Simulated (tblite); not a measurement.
Species: C6H13BClN.
SMILES with atom numbers: `[CH3:1][C:2]#[C:3][CH2:4][CH2:5][CH2:6][B@@H-:7]([NH3+:8])[Cl:9]` (hydrogens: H10, H11, H12 on C1; H13, H14 on C4; H15, H16 on C5; H17, H18 on C6; H19 on B7; H20, H21, H22 on N8)
Bond orders are those of one Lewis drawing.

Computed with GFN2-xTB (tblite), gas phase: L-BFGS steps from a force-field or distance-geometry start until the largest atomic force falls under 0.01 eV/Å.

Step 46: E = -766.2450 eV
```
atom  x, y, z in Å  |  force x, y, z in eV/Å
C1      4.3819    0.5232    0.9979   -0.006  -0.007   0.001
C2      3.1785    0.0499    0.3478   -0.038  -0.021  -0.039
C3      2.2131   -0.3753   -0.2211   -0.050   0.021   0.024
C4      1.0064   -0.8289   -0.8866   -0.020   0.003  -0.024
C5     -0.2594   -0.3585   -0.1569    0.047  -0.005   0.024
C6     -1.5291   -0.6192   -0.9753    0.045  -0.016   0.051
B7     -2.8877   -0.3456   -0.1390   -0.083  -0.011  -0.066
N8     -2.8124    1.1521    0.5149    0.011   0.003   0.001
Cl9    -4.3708   -0.1660   -1.2480    0.049  -0.014   0.014
H10     5.2218    0.4420    0.3093    0.053   0.005   0.016
H11     4.2703    1.5648    1.2971   -0.019   0.023  -0.009
H12     4.5865   -0.0759    1.8838    0.034  -0.023   0.028
H13     1.0016   -0.4344   -1.9073    0.008  -0.011  -0.021
H14     1.0152   -1.9214   -0.9426   -0.010   0.023  -0.025
H15    -0.3221   -0.8771    0.8028   -0.024  -0.005   0.010
H16    -0.1545    0.7112    0.0514    0.008   0.003  -0.023
H17    -1.4792   -0.0243   -1.8929   -0.031  -0.012   0.057
H18    -1.5182   -1.6647   -1.2907    0.019   0.010  -0.039
H19    -3.1213   -1.1022    0.7429    0.004   0.000   0.001
H20    -2.1397    1.1685    1.2757   -0.010   0.048   0.028
H21    -3.7472    1.3856    0.8424    0.027   0.009   0.015
H22    -2.5440    1.8157   -0.2082   -0.014  -0.022  -0.025
```

Step 47: E = -766.2470 eV
```
atom  x, y, z in Å  |  force x, y, z in eV/Å
C1      4.3815    0.5221    0.9988   -0.015  -0.006  -0.001
C2      3.1804    0.0454    0.3468   -0.031  -0.026  -0.036
C3      2.2150   -0.3839   -0.2191   -0.065   0.027  -0.001
C4      1.0075   -0.8346   -0.8863   -0.026   0.011  -0.003
C5     -0.2571   -0.3625   -0.1534    0.026  -0.011  -0.002
C6     -1.5272   -0.6093   -0.9760    0.015  -0.022   0.037
B7     -2.8860   -0.3498   -0.1353   -0.070   0.010  -0.023
N8     -2.8174    1.1543    0.5105    0.023   0.007  -0.001
Cl9    -4.3744   -0.1863   -1.2364    0.045  -0.016   0.011
H10     5.2241    0.4445    0.3136    0.053  -0.004   0.006
H11     4.2650    1.5631    1.2964   -0.020   0.043  -0.003
H12     4.5855   -0.0743    1.8862    0.037  -0.034   0.034
H13     1.0009   -0.4359   -1.9066    0.017  -0.034   0.017
H14     1.0154   -1.9278   -0.9434   -0.018   0.053  -0.033
H15    -0.3282   -0.8879    0.8029    0.000   0.017  -0.014
H16    -0.1493    0.7069    0.0593    0.021  -0.028  -0.008
H17    -1.4804    0.0018   -1.8830   -0.017  -0.007   0.052
H18    -1.5192   -1.6481   -1.3126    0.033   0.002  -0.023
H19    -3.1051   -1.1049    0.7518   -0.003   0.004  -0.007
H20    -2.1288    1.1884    1.2568   -0.016   0.032   0.020
H21    -3.7455    1.3908    0.8547    0.026  -0.015   0.005
H22    -2.5674    1.8073   -0.2282   -0.014  -0.003  -0.026
```

Step 48: E = -766.2480 eV
```
atom  x, y, z in Å  |  force x, y, z in eV/Å
C1      4.3811    0.5212    0.9989   -0.013  -0.003   0.001
C2      3.1810    0.0427    0.3450   -0.002  -0.022  -0.019
C3      2.2146   -0.3875   -0.2183   -0.056   0.028  -0.014
C4      1.0073   -0.8365   -0.8867   -0.025   0.015   0.011
C5     -0.2554   -0.3637   -0.1511   -0.007  -0.011  -0.016
C6     -1.5257   -0.6058   -0.9743   -0.018  -0.018   0.017
B7     -2.8873   -0.3527   -0.1347   -0.025   0.016   0.020
N8     -2.8191    1.1545    0.5091    0.007   0.007  -0.012
Cl9    -4.3741   -0.1950   -1.2327    0.029  -0.014  -0.003
H10     5.2267    0.4459    0.3163    0.032  -0.007   0.008
H11     4.2615    1.5625    1.2955   -0.018   0.032  -0.003
H12     4.5856   -0.0742    1.8876    0.026  -0.026   0.020
H13     1.0001   -0.4360   -1.9067    0.018  -0.036   0.028
H14     1.0144   -1.9295   -0.9452   -0.020   0.050  -0.034
H15    -0.3306   -0.8910    0.8038    0.020   0.023  -0.017
H16    -0.1467    0.7056    0.0619    0.027  -0.035   0.003
H17    -1.4815    0.0124   -1.8760   -0.007   0.006   0.034
H18    -1.5173   -1.6407   -1.3219    0.034  -0.012  -0.011
H19    -3.1002   -1.1067    0.7548   -0.011   0.002  -0.006
H20    -2.1250    1.1978    1.2492    0.002   0.017   0.029
H21    -3.7434    1.3954    0.8603    0.014  -0.028  -0.002
H22    -2.5763    1.8008   -0.2373   -0.009   0.017  -0.035
```

Problem. Estimate the geometry and energy of step 49. (The exact step hangs on the optimiser's Hessian estimate; all steps are aligned on step 48, rigid shifts and turns removed.)

Solution. E = -766.2487 eV, largest force 0.051 eV/Å
```
atom  x, y, z in Å  |  force x, y, z in eV/Å
C1      4.3802    0.5205    0.9993   -0.004  -0.001   0.004
C2      3.1807    0.0403    0.3442    0.020  -0.018  -0.006
C3      2.2134   -0.3903   -0.2175   -0.027   0.033  -0.009
C4      1.0067   -0.8386   -0.8865   -0.019   0.014   0.016
C5     -0.2542   -0.3655   -0.1496   -0.037  -0.005  -0.019
C6     -1.5248   -0.6020   -0.9739   -0.036  -0.016  -0.004
B7     -2.8881   -0.3544   -0.1338    0.018   0.013   0.046
N8     -2.8207    1.1558    0.5064    0.023   0.022  -0.001
Cl9    -4.3761   -0.2052   -1.2272    0.022  -0.011  -0.010
H10     5.2284    0.4465    0.3185    0.005  -0.007   0.015
H11     4.2585    1.5627    1.2949   -0.015   0.007  -0.006
H12     4.5862   -0.0743    1.8891    0.011  -0.010  -0.002
H13     1.0004   -0.4383   -1.9061    0.013  -0.024   0.017
H14     1.0131   -1.9309   -0.9465   -0.018   0.028  -0.030
H15    -0.3327   -0.8955    0.8034    0.030   0.020  -0.013
H16    -0.1428    0.7028    0.0664    0.024  -0.033   0.007
H17    -1.4817    0.0243   -1.8703   -0.004   0.006   0.029
H18    -1.5150   -1.6336   -1.3322    0.028  -0.005   0.004
H19    -3.0933   -1.1072    0.7588   -0.018   0.006  -0.009
H20    -2.1196    1.2069    1.2410   -0.022   0.007  -0.007
H21    -3.7421    1.3965    0.8659    0.021  -0.033  -0.011
H22    -2.5869    1.7987   -0.2466   -0.015   0.006  -0.012
```

The energy changes by -0.0007 eV. The first-order estimate −F·Δx gives -0.0010 eV and the mean of the old and new forces, exact on a quadratic surface, -0.0007 eV. The step makes an angle of 80° with the force vector and moves no atom by more than 0.014 Å.

What follows is the cost of the whole relaxation. Time: 1.8 s wall. Hardware: an Arm Neoverse N1 with one thread, on a shared host.
